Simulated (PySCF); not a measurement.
Calculation: PBE-D3(BJ)/def2-TZVP // B3LYP-D3(BJ)/def2-TZVP (PySCF). Gas-phase values, no solvent. One relaxed conformer stands for a flexible species; it need not be the lowest. Excitations are Tamm–Dancoff values on a coarser integration grid. The basis has no diffuse functions, so Rydberg states are missing or too high.

Reference species (SMILES): `[NH2][Al]([NH2])[NH2]` (neutral, multiplicity 1).

The T1 excitation (TDA) comes out as 4.62 eV and the LUMO comes out as -0.50 eV. The HOMO–LUMO gap is 4.77 eV.

Changed species: `[NH2][Al]([OH])[OH]` (O–Al–O–H torsion 0°, O–Al–O–H torsion -180°) (1 of 3 OH replaced by NH2; the reference has 3 of 3 OH replaced by NH2).

**Question.** What does the change do to the T1 excitation (TDA), LUMO and HOMO–LUMO gap?

**Answer.** the T1 excitation (TDA) goes up by 0.05 eV, to 4.67 eV; the LUMO falls by 0.50 eV, to -1.00 eV; the HOMO–LUMO gap rises by 0.09 eV, to 4.86 eV.
